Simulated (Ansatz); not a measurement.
One change: `[SiH3][Al]([Cl])[SnH3]` becomes `[F][Al]([SiH3])[Cl]`.

Ansatz, PBE0-D4/def2-TZVP geometries, multiplicity 1. 

Elements past krypton have def2 core potentials.

```tsv
property	`[SiH3][Al]([Cl])[SnH3]`
LUMO energy (B3LYP/def2-TZVPP) / eV	-2.48
LUMO energy (PBE/def2-TZVPP) / eV	-3.04
HOMO–LUMO gap (PBE0/def2-TZVPP) / eV	4.85
size of the dipole moment (B3LYP/def2-TZVPP) / D	0.94
LUMO energy (ωB97M-V/def2-TZVPP) / eV	-0.65
size of the dipole moment (ωB97M-V/def2-TZVPP) / D	0.92
```

(1) Give the same properties after the change, and the shifts. (An estimate is asked.)

Answers

(1) The calculation gave: 
```
                                          property  `[F][Al]([SiH3])[Cl]`  shift
               LUMO energy (B3LYP/def2-TZVPP) / eV                  -1.85   0.63
                 LUMO energy (PBE/def2-TZVPP) / eV                  -2.42   0.62
              HOMO–LUMO gap (PBE0/def2-TZVPP) / eV                   6.80   1.95
  size of the dipole moment (B3LYP/def2-TZVPP) / D                   1.65   0.71
             LUMO energy (ωB97M-V/def2-TZVPP) / eV                   0.04   0.69
size of the dipole moment (ωB97M-V/def2-TZVPP) / D                   1.61   0.69
```

With PBE0 the HOMO falls by 1.29 eV and the LUMO rises by 0.65 eV, so the gap widens by about 1.94 eV. PBE moves the HOMO by -1.12 eV and ωB97M-V by -1.43 eV. Dipoles are sizes alone; their direction can turn.

B3LYP here is the variant with VWN-RPA as its local correlation; programs differ in this.
